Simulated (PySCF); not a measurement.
**Static response to an electric field**

Compound: C5H3F3.
Numbering: `[CH:1]#[C:2]/[CH:3]=[CH:4]\[C:5]([F:6])([F:7])[F:8]` (hydrogens: H9 on C1; H10 on C3; H11 on C4)

Cartesian coordinates in Å at the PBE0-D3(BJ)/def2-SVP level; atoms count from 1:
```xyz
11
C5H3F3 angstrom
C      2.4371    0.5157    0.5552
C      1.2874    0.7998    0.2926
C     -0.0461    1.1791   -0.0137
C     -1.0685    0.3427   -0.2494
C     -0.9581   -1.1536   -0.2205
F     -0.5897   -1.6060    0.9806
F     -0.0676   -1.6094   -1.1042
F     -2.1378   -1.7081   -0.5154
H      3.4529    0.2514    0.7861
H     -0.2428    2.2563   -0.0591
H     -2.0611    0.7343   -0.4787
```

Level: B3LYP/def2-SVPD (PySCF), static field, nuclei fixed, core orbitals frozen in the response. The polarisability tensor in these axes (au):

```
x   89.45  5.77 10.56
y    5.77 56.60  1.31
z   10.56  1.31 45.84
```

Question: What are the eigenvalues, a third of the trace, and Δα (Δα² = ½Σ(αi − αj)² over the three pairs)?

Answer: Principal values 43.41, 55.64 and 92.84 au; mean 63.96 au = 9.48 Å³ = 10.55 × 10⁻⁴⁰ C²·m²/J; Δα = 44.59 au (70 % of the mean).

Question: What is the dipole moment, and where does it point?

Answer: (0.43, 2.29, 0.09) D, 2.33 D in size, pointing from the negative to the positive side. Measured along this direction, the outermost atoms are F8 at the negative end and H10 at the positive end.

Question: Form Σ f/ω² (atomic units) for the 6 lowest TDDFT singlets, given as eV and f, and set it beside the mean polarisability, which is this sum over all singlets: 4.77, 0.0000; 5.29, 0.2579; 6.19, 0.0005; 7.25, 0.0010; 7.26, 0.2887; 7.41, 0.0001.

Answer: They add up to 10.90 au, 17.0 % of the 63.96 au; the largest single term is 6.82 au, from the state at 5.29 eV. Terms in order: 0.00, 6.82, 0.01, 0.01, 4.06, 0.00 au. Higher excitations give the rest. The strengths listed sum to 0.548.

Question: Find the Langevin capture rate constant for NO+ (29.998 u) meeting this molecule (120.019 u), k = 2.342 × 10⁻⁹ cm³/s × √(α in Å³ / reduced mass in u).

Answer: The reduced mass is 24.00 u, so k = 1.47 × 10⁻⁹ cm³/s. The formula leaves out the permanent dipole, which adds to the capture rate.

Question: What are the principal values of the traceless quadrupole moment, Θ = ½Σq(3rr − r²1), about the centre of nuclear charge?

Answer: -6.54, -2.28, 8.82 D·Å. The values depend on the origin, since the dipole doesn't vanish. The electronic extent ⟨r²⟩ about the same centre is 902 bohr², a root-mean-square distance of 2.05 Å for the 60 electrons.

Question: Orientational against electronic polarisability at 273 K (dilute gas, rigid molecules)?

Answer: In Gaussian units μ²/3kT = 47.90 Å³ against 9.48 Å³, a ratio of 5.05; the Debye molar polarisation (4π/3)N_A(α + μ²/3kT) is 144.7 cm³/mol, leaving out the vibrational part.

Isolated species at its PBE0-D3(BJ)/def2-SVP geometry, gas phase.
